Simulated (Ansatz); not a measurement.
Process, species as SMILES: [CH2-][GeH2][CH3] -> [CH3][GeH-][CH3]
Each molecule is optimised on its own at B3LYP-D3(BJ)/def2-TZVP (Ansatz, a quantum-chemistry and plane-wave program), one conformer each, not searched for the lowest.

Wanted: isomerisation energy (electronic energy difference), in kJ/mol. Valence correlation only, unless marked. No spin-orbit coupling. Frozen are the shells of the preceding noble gas and the d and f shells that filled before the atom's block. Non-relativistic. Anions need diffuse functions: aug- sets have them; def2-D sets add few; the other sets have none. CBS(X,Y): correlation extrapolated as X^-3; Hartree-Fock from the larger set.

```csv
level,program,isomerisation energy (kJ/mol)
r2SCANh-D4/def2-TZVPD,Ansatz + dftd4,-114.9
r2SCAN0-D4/def2-TZVPD,Ansatz + dftd4,-115.4
CAM-B3LYP-D4/def2-TZVPD,Ansatz + dftd4,-118.0
PBE-QIDH/def2-TZVPD,Ansatz,-111.0
```

### Question
Predict the CCSD(T)/CBS(aug-cc-pVTZ,aug-cc-pVQZ) result (Ansatz).

### Answer
-109.8 kJ/mol
